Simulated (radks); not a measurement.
Question: Xe I, 54 electrons, occupied as [Xe] (the NIST ground configuration). Calculated with a radial shooting solver on a logarithmic mesh with Libxc functionals: scalar-relativistic Kohn-Sham, LDA (Slater exchange, VWN5 correlation), spin-unpolarised, spherical densities, finite nucleus; Fermi nuclear charge, rms radius 4.7859 fm; hard spherical wall at 3 bohr. Some entries of the table are withheld. Estimate them.

| orbital | occ. | eigenvalue (hartree) | <r^2> (bohr^2) |
|---|---|---|---|
| 1s | 2 | -1260.876 | 0.0009654 |
| 2s | 2 | -195.6092 | 0.01552 |
| 2p | 6 | -175.5407 | 0.01229 |
| 3s | 2 | -39.38575 | 0.1077 |
| 3p | 6 | -32.90306 | 0.1078 |
| 3d | 10 | -23.25809 | (1) |
| 4s | 2 | -6.52365 | 0.5847 |
| 4p | 6 | -4.47556 | 0.6751 |
| 4d | 10 | -1.50057 | 0.9293 |
| 5s | 2 | (2) | 2.976 |
| 5p | 6 | (3) | 3.315 |
| 4f | 0 | 1.30790 | 2.336 |
| 5d | 0 | (4) | 3.707 |
| 6s | 0 | 2.62804 | (5) |

Answer: 
(1) 3d <r^2> (bohr^2): 0.09350
(2) 5s eigenvalue (hartree): -0.11819
(3) 5p eigenvalue (hartree): 0.42716
(4) 5d eigenvalue (hartree): 1.32575
(5) 6s <r^2> (bohr^2): 3.808
